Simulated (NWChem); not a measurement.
CH$_{3}$BeF; SMILES [CH3][Be][F]

```xyz
6

Be    -0.0004     0.1531     0.0000
F     -0.0008     1.5304     0.0000
C      0.0001    -1.5257     0.0000
H      0.3832    -1.9276    -0.9427
H     -1.0078    -1.9280     0.1397
H      0.6251    -1.9275     0.8031
```
Atoms are numbered in this order, from 1.

Program: NWChem. All runs use the structure optimised with PBE0-D3(BJ)/def2-TZVP. Ions are spin-unrestricted doublets at the neutral geometry; other ion states weren't tried. Functional: LC-ωPBE (HJS hole) with def2-SVP; the question gives the range parameter ω in 1/bohr.

**Question.** What does the run give for range parameter (1/bohr) 0.40? Quantities: vertical ionisation energy, ΔSCF (eV); −ε(HOMO) (eV).

**Answer.** 
```json
{
  "vertical ionisation energy, ΔSCF (eV)": "15.58",
  "−ε(HOMO) (eV)": "11.85"
}
```
